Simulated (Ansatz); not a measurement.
Stepwise reaction of `S[SiH](S)S` with water, as a gas-phase model of exchange steps in deposition or etching. ΔE in kJ/mol.

Program: Ansatz. Geometries: PBE0-D4/def2-TZVP. ΔE: electronic, gas phase. CBS: MP2 limit from def2 TZ/QZ plus the TZ coupled-cluster correction, frozen cores. This one scheme is used for every species. DFT in def2-TZVPP. B3LYP here is the variant with VWN-RPA as its local correlation; programs differ in this. Each species was taken in one conformer, which may not be the lowest.

| step | reaction | PBE-D4 | B3LYP-D4 | ωB97M-V | CCSD(T)/CBS |
| --- | --- | --- | --- | --- | --- |
| 1 | `S[SiH](S)S` + H₂O → `O[SiH](S)S` + H₂S | -28.7 | -40.6 | -41.8 | -36.4 |
| 2 | `O[SiH](S)S` + H₂O → `O[SiH](O)S` + H₂S | -32.5 | -45.9 | -46.7 | -42.3 |

Problem. Give the row of step 3, `O[SiH](O)S` + H₂O → `O[SiH](O)O` + H₂S. (An estimate is asked.)

Solution. Computed: 
```csv
step,reaction,PBE-D4,B3LYP-D4,ωB97M-V,CCSD(T)/CBS
3,`O[SiH](O)S` + H₂O → `O[SiH](O)O` + H₂S,-42.2,-56.0,-56.3,-53.1
```

Problem. By hand: ΔE of the 3 steps together at CCSD(T)/CBS.

Solution. (-36.4) + (-42.3) + (-53.1) = -131.8 kJ/mol, or -43.9 kJ/mol a step.

In ΔE each step is lower than the one before. All are downhill at CCSD(T)/CBS. PBE-D4 differs from CCSD(T)/CBS by 7.7 to 10.9 kJ/mol a step. Isolated molecules leave out the surface, adducts and barriers. Largest T1 diagnostic: 0.012.
